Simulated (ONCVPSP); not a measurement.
Reading a pseudo-wave (La (Z = 57))

Columns: radius, all-electron u(r) and pseudo u(r) of the 5s shell (level -38.09 eV) of lanthanum in the configuration [Kr] 4d10 5s2 5p6 5d1.5 6s1.5; PBE, scalar-relativistic, ONCV scheme, ONCVPSP 4.0.1.

| r (bohr) | all-electron | pseudo |
| --- | --- | --- |
| 0.181 | 0.3035 | 0.1194 |
| 0.362 | -0.1727 | 0.2474 |
| 0.543 | -0.5082 | 0.3869 |
| 0.724 | -0.1420 | 0.5320 |
| 0.905 | 0.3699 | 0.6686 |
| 1.086 | 0.7374 | 0.7786 |
| 1.267 | 0.9168 | 0.8461 |
| 1.448 | 0.9507 | 0.8623 |
| 1.629 | 0.8936 | 0.8286 |
| 1.810 | 0.7899 | 0.7549 |
| 1.991 | 0.6702 | 0.6563 |
| 2.172 | 0.5523 | 0.5488 |
| 2.353 | 0.4458 | 0.4454 |
| 2.534 | 0.3542 | 0.3542 |
| 2.715 | 0.2782 | 0.2782 |
| 2.896 | 0.2165 | 0.2165 |
| 3.077 | 0.1674 | 0.1673 |
| 3.258 | 0.1287 | 0.1286 |
| 3.439 | 0.0985 | 0.0985 |
| 3.620 | 0.0751 | 0.0751 |
| 3.801 | 0.0571 | 0.0571 |
| 3.982 | 0.0434 | 0.0434 |
| 4.163 | 0.0328 | 0.0328 |
| 4.344 | 0.0248 | 0.0248 |
| 4.525 | 0.0187 | 0.0187 |
| 4.706 | 0.0141 | 0.0141 |

Task: How many radial nodes do the two functions have?

Result: The all-electron 5s function has n − l − 1 = 4 (the table is too coarse to show those close to the nucleus); the pseudo-wave has 0, since the states of the same l below it are removed with the core.

Task: At about which radius was the pseudo-wave matched?

Result: 2.58 bohr. The columns agree to 0.0005 from 2.35 bohr on; several derivatives are matched, so the curves merge somewhat inside the radius.

Task: Is the pseudo-wave norm-conserving?

Result: Yes: the ONCV scheme keeps the norm inside the radius equal to the all-electron one, which fixes the energy derivative of the logarithmic derivative at the level.
